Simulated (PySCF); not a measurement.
## Simulated absorption spectrum

C3H7FOSi.
Cartesian coordinates in Å at the PBE0-D3(BJ)/def2-SVP level; atoms count from 1:
```
atom  x, y, z in Å
C1     1.8742   -0.5073   -0.5353
O2     0.9963   -0.3726    0.5545
C3    -0.0131    0.5437    0.3340
Si4   -1.6279    0.2327    1.2527
C5    -1.1811    0.0975   -0.5717
F6    -1.0429   -1.1209   -1.1652
H7     1.3536   -0.8608   -1.4406
H8     2.6368   -1.2456   -0.2510
H9     2.3789    0.4510   -0.7651
H10    0.3343    1.5747    0.1386
H11   -2.4691    1.3615    1.7245
H12   -1.6882   -1.0290    2.0242
H13   -1.5366    0.8565   -1.2831
```

Computed with TDDFT CAM-B3LYP/def2-SVPD, vertical, gas phase, core orbitals frozen in the response (PySCF 2.14.0, density-fitted response routines).

Computed states:

| state | E (eV) | f |
| --- | --- | --- |
| S1 | 5.82 | 0.0010 |
| S2 | 6.24 | 0.119 |
| S3 | 6.34 | 0.044 |
| S4 | 6.52 | 0.018 |
| S5 | 6.58 | 0.013 |
| S6 | 7.01 | 0.024 |
| S7 | 7.32 | 0.011 |
| S8 | 7.46 | 0.0045 |
| S9 | 7.70 | 0.017 |
| S10 | 7.79 | 0.093 |

Broadening: Gaussians 0.3 eV wide at half height, area fixed by f = 4.319×10⁻⁹ ∫ε dν̃. The width is an assumption, not a result. The curve ends short of the highest state used, and states not computed would add to its high-energy end.

Problem. Give the broadened spectrum and its maxima.

Solution. 
λ (nm), ε (L mol⁻¹ cm⁻¹) and a bar:
```
    172.4       1451 ###
    173.7       1713 ####
    175.1       2058 ####
    176.5       2235 #####
    177.8       2108 ####
    179.2       1707 ####
    180.5       1278 ###
    181.9        985 ##
    183.2       1000 ##
    184.6       1360 ###
    186.0       2012 ####
    187.3       2796 ######
    188.7       3794 ########
    190.0       4924 ##########
    191.4       6496 ##############
    192.8       8504 ##################
    194.1      10606 #######################
    195.5      12686 ###########################
    196.8      13929 ##############################
    198.2      14075 ##############################
    199.6      12885 ###########################
    200.9      10849 #######################
    202.3       8189 #################
    203.6       5779 ############
    205.0       3628 ########
    206.3       2178 #####
    207.7       1172 ##
    209.1        604 #
    210.4        332 #
    211.8        192 
    213.1        134 
    214.5        102 
    215.9         80 
    217.2         63 
    218.6         46 
    219.9         33 
    221.3         21 
    222.6         13 
    224.0          7 
    225.4          4 
    226.7          2 
    228.1          1 
    229.4          0 
    230.8          0
```

Maxima: 198 nm (6.27 eV), ε about 14000, made up of S2 (74%) and S3 (24%); 177 nm (7.02 eV), ε about 2200, made up of S6 (97%) (ε in L mol⁻¹ cm⁻¹; maxima over ε = 5, shares over 10%).

Problem. Coming from long wavelengths, where does ε first pass 100 L mol⁻¹ cm⁻¹?

Solution. At about 215 nm (5.78 eV), 0.04 eV below S1.

Problem. On this curve, what absorbance would a 10⁻³ mol/L sample give at 222 nm over a 1 cm path?

Solution. 222 nm is 5.585 eV, where ε is about 16 L mol⁻¹ cm⁻¹, so A = ε c l ≈ 0.016 (Beer–Lambert, with the gas-phase spectrum and the assumed width).

Problem. What would ε be at 6.27 eV, the highest of these maxima, with half the width (0.15 eV)?

Solution. About 23900 L mol⁻¹ cm⁻¹ against 14200, a factor of about 1.7; a lone state at its own centre would give exactly 2.

The vertical ionisation energy (ΔSCF) is 9.10 eV, 1.31 eV above S10.

One conformer stands for the species.

Without π bonds the low states are Rydberg-like; a valence basis with one diffuse set may place them up to an eV too high.
